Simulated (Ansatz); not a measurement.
Consider the formal exchange of groups at a Ga–O bond: `[SiH3][O][GaH2]` + `[AlH2][SiH2][SiH3]` → `[AlH2][SiH2][SiH2][GaH2]` + `O[SiH3]`.

Computed with Ansatz on PBE0-D4/def2-TZVP structures; ΔE is electronic, products minus reactants. CCSD(T)/CBS is the MP2 limit (def2-TZVPP, def2-QZVPP) plus CCSD(T) − MP2 in def2-TZVPP, frozen cores. Functionals use def2-TZVPP. For Ga outer-core shells are correlated without core-valence functions, which leaves a few kJ/mol of doubt a bond. Scalar relativity is left out up to krypton. One conformer a species, not always the lowest.

`[SiH3][O][GaH2]`:

Cartesian coordinates in Å:
```
Si 1.332 0.294 0.016
O -0.267 0.589 0.121
Ga -1.816 -0.290 -0.001
H 1.604 -1.145 -0.267
H 1.999 0.654 1.297
H 1.928 1.108 -1.077
H -3.067 0.609 0.211
H -1.713 -1.819 -0.300
```

`[AlH2][SiH2][SiH3]`:

```xyz
10

Al   -0.896    0.199   -2.022
Si   -0.297   -0.949    0.054
Si    0.872    0.520    1.457
H    -2.258    1.009   -2.124
H     0.102    0.193   -3.257
H     0.582   -2.130   -0.189
H    -1.498   -1.422    0.803
H     1.270   -0.128    2.736
H     2.100    1.006    0.771
H     0.023    1.702    1.771
```

`[AlH2][SiH2][SiH2][GaH2]`:

Z-matrix (Å, degrees):
```
Si
Si 1 2.355
Al 1 2.438 2 106.3
H 1 1.493 2 107.3 3 -122.3
H 1 1.493 2 107.3 3 122.4
Ga 2 2.397 1 106.5 3 -179.7
H 2 1.492 1 107.8 3 -57.7
H 2 1.492 1 107.8 3 58.1
H 3 1.588 1 120.0 2 88.4
H 3 1.588 1 119.9 2 -86.6
H 6 1.572 2 120.3 1 87.3
H 6 1.572 2 120.3 1 -87.5
```

`O[SiH3]`:

```xyz
6

O     1.212   -0.408   -0.089
Si   -0.287    0.272   -0.002
H     1.280   -1.356    0.029
H    -1.199   -0.273   -1.045
H    -0.087    1.723   -0.218
H    -0.920    0.041    1.325
```

```
             level  ΔE (kcal/mol)
            PBE-D4            9.5
            B97M-V           13.4
           ωB97X-V           15.0
              BLYP           14.0
           r2SCAN0           13.0
RPA@PBE/def2-TZVPP           15.6
      MP2/def2-SVP           18.8
     HF/def2-QZVPP           20.0
```

Problem. What does CCSD(T)/CBS give? (An estimate is asked.)

Solution. Computed: +13.7 kcal/mol. The listed levels differ from it by -4.2, -0.3, 1.3, 0.3, -0.7, 1.9, 5.1, 6.3 kcal/mol.

Largest T1 diagnostic among the species: 0.014.

From PBE to PBE0 (25 % exact exchange), in def2-TZVPP and without D4, ΔE moves by +0.9 kcal/mol. In def2-TZVPP, CCSD(T) changes the Hartree–Fock value by −4.7 kcal/mol (the triples alone add −0.5 kcal/mol) and MP2 by −3.8 kcal/mol. Leaving LDA and LC-ωPBE aside and taking each functional with its dispersion term where it has one, the values, not all of them listed here, spread over 6.4 kcal/mol, from PBE-D4 to CAM-B3LYP-D4.
